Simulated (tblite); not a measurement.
Write Cartesian coordinates for `COC(CC[S])=S` [radical] as optimised with GFN2-xTB. (Doublet state.)

```
atom  x, y, z in Å
C1     2.3735    0.1300    0.2779
O2     0.9983    0.4482    0.1719
C3     0.2535   -0.2618   -0.6544
S4     0.8135   -1.4921   -1.5690
C5    -1.1857    0.1582   -0.6741
C6    -1.8210   -0.0091    0.7103
S7    -3.5188    0.5825    0.6990
H8     2.7869    0.8052    1.0231
H9     2.8717    0.2715   -0.6843
H10    2.5038   -0.9100    0.5878
H11   -1.7258   -0.4408   -1.4074
H12   -1.2449    1.2114   -0.9635
H13   -1.2710    0.5661    1.4563
H14   -1.8349   -1.0599    1.0042
```

Orientation and origin are arbitrary. Atoms count from 1 in this order. Of the pairs four or more bonds apart, S4···H10 is among the closest relative to their van der Waals radii: 2.80 Å, 93 % of the sum of Bondi's values. C3 (carbon bonded to C, O and S) is planar (angles 124.2°, 122.2° and 113.5°, sum 360.0°, 0.00 Å off the plane of its three neighbours). The C–O distances run from 1.320 Å (O2–C3, drawn single) to 1.416 Å (C1–O2, drawn single), a spread of 0.096 Å. The C–C distances run from 1.499 Å (C3–C5, drawn single) to 1.532 Å (C5–C6, drawn single), a spread of 0.033 Å.

Bonds between heavy atoms (Å): C1–O2 1.416, O2–C3 1.320, C3=S4 1.632, C3–C5 1.499, C5–C6 1.532, C6–S7 1.798.

Structure optimised with GFN2-xTB, isolated species. This method treats the open shell by occupation alone, without spin polarisation.

Point group: C1 (no symmetry element, even within 0.4 Å). Its GFN2-xTB frequencies are all real (lowest 17 cm⁻¹). Torsions: C1–O2–C3–S4 0°, O2–C3–C5–C6 -61°, C3–C5–C6–S7 177°.

One conformer stands for the species.

The numbers are calculated, not measured.
